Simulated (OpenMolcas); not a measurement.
# In⁺: effect of the IPEA shift

- Program: OpenMolcas 26.06
- Basis: ANO-RCC-VTZP [7s6p4d2f1g]
- Scalar Hamiltonian: DKH2, point nucleus
- Active space: 2 electrons in 9 orbitals (RAS2 5s 5p; RAS3 5d, at most 2 electrons)
- State averaging: 2S+1 = 3 even, 3 roots; 2S+1 = 1 even, 7 roots; 2S+1 = 3 odd, 3 roots; 2S+1 = 1 odd, 3 roots
- Spin-orbit coupling: state interaction with AMFI integrals over the reference wave functions, term energies averaged over their components

Methods on the same reference wave functions:
A. RASSCF
B. MS-RASPT2, IPEA 0 Eh, imaginary shift 0.1 Eh (closed shells correlated: 4d)
C. MS-RASPT2, IPEA 0.25 Eh, imaginary shift 0.1 Eh (closed shells correlated: 4d)

Energies in cm-1 above 5s2 1S0, the measured ground level; measured values from NIST Handbook of Basic Atomic Spectroscopic Data.

```tsv
Level	A	B	C	Measured
5s2 1S0	0.0	0.0	0.0	0.0
5s 5p 3P* 0	36563	42410	42360	42276
5s 5p 3P* 1	37449	43280	43230	43351
5s 5p 3P* 2	39372	45220	45160	45830
5s 5p 1P* 1	61779	62080	62230	63038
5p2 3P0	95557	102020	102190	101608
```

Deviations, from unrounded energies. A percentage is the sum of absolute deviations over the sum of measured energies, with the sign that they share, or ± where signs differ.

| Against measurement | Levels | A | B | C |
| --- | --- | --- | --- | --- |
| mean absolute deviation (cm-1) | 5 | 5100 | 440 | 450 |
| other configurations (%) | 5 | -8.6 | ±0.7 | ±0.8 |

B, C lie about equally close to measurement and A furthest from it. The largest miss of B in the table is 5s 5p 1P* 1, by -960 cm-1. The ranking rests on the paired levels alone, and a cruder setting can come out closer through cancelling errors.

Between B and C the level of the table that moves most is 5p2 3P0, by 180 cm-1 (lowest in B, highest in C). Moves below CASPT2's spread within the term are not significant.

The lowest spin-free term lies below A's lowest term by 0.425 hartree in B, 0.423 hartree in C.

Active for correlation alone: 5d; no level in the range computed is led by a configuration that fills it, so any true level of that kind is missing. Without dynamic correlation excited terms often stand tens of per cent too high (terms of higher spin than the ground term too low), and those without a measured partner can miss by more than the paired ones (holds for A). Some terms mix strongly with configurations of 5d, whose occupation reaches 0.20 (5p2 1D) (holds for A). Measured partners are found by configuration, term and J. A level has none where our copy of the source lacks it or the pairing is in doubt (some pairs that miss far off the trend of their configuration count as doubtful), and it then counts in no deviation. Levels of configurations outside the active space are missing. Levels that lie high or do not pair safely by name in every column are left out.

* marks odd parity.
